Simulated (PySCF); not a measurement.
Species: 5-methylquinoxaline, C₉H₈N₂.
SMILES with atom numbers: `[CH3:1][c:2]1[cH:3][cH:4][cH:5][c:6]2[n:7][cH:8][cH:9][n:10][c:11]12` (hydrogens: H12, H13, H14 on C1; H15 on C3; H16 on C4; H17 on C5; H18 on C8; H19 on C9)

Theory: PySCF 2.14.0, PBE0-D3(BJ)/def2-SVP geometry optimisation, gas phase.

Give the optimised bond lengths and angles.

```tsv
bond	length (Å)
C1–C2	1.495
C2–C3	1.380
C3–C4	1.416
C4–C5	1.373
C5–C6	1.417
C6–N7	1.356
N7–C8	1.309
C8–C9	1.419
C9–N10	1.309
N10–C11	1.355
C2–C11	1.429
C6–C11	1.429
C1–H12, C1–H13, C1–H14	1.100
C3–H15	1.093
C4–H16	1.093
C5–H17	1.091
C8–H18	1.097
C9–H19	1.097
```

Bonds in one row agree within 0.01 Å and their mean is given. A selection of angles:
```tsv
angle	degrees
C1–C2–C3	122.6
C1–C2–C11	119.5
C3–C2–C11	117.9
C2–C3–C4	121.9
C3–C4–C5	120.9
C4–C5–C6	119.4
C5–C6–N7	119.6
C5–C6–C11	119.6
N7–C6–C11	120.8
C6–N7–C8	117.1
N7–C8–C9	122.2
C8–C9–N10	122.1
C9–N10–C11	117.2
C2–C11–N10	119.2
C2–C11–C6	120.2
C6–C11–N10	120.6
```

Of the pairs four or more bonds apart, H13···H15 is among the closest relative to their van der Waals radii: 2.38 Å, 99 % of the sum of Bondi's values. The 4 C–N bonds span 1.309 Å (N7–C8, aromatic) to 1.356 Å (C6–N7, aromatic), a spread of 0.047 Å. The 6-membered ring C2–C3–C4–C5–C6–C11 has internal angles of 117.9° to 121.9°; it is planar, 0.00 Å rms from its mean plane, widest ring torsion 0°. The 6-membered ring C6–N7–C8–C9–N10–C11 has internal angles of 117.1° to 122.2°; it is planar, 0.00 Å rms from its mean plane, widest ring torsion 0°. The 8 C–C bonds span 1.373 Å (C4–C5, aromatic) to 1.495 Å (C1–C2, drawn single), a spread of 0.122 Å. The 11 heavy atoms lie in one plane (0.000 Å rms).

Point group: Cs (tolerance 0.08 Å). Stationary, but not proved a minimum.

The run took 80 s on one thread, Intel Xeon Platinum 8259CL at 2.50 GHz (x86_64) (shared host), and the process peaked at 0.95 GiB of memory. That covers the optimisation of the geometry.
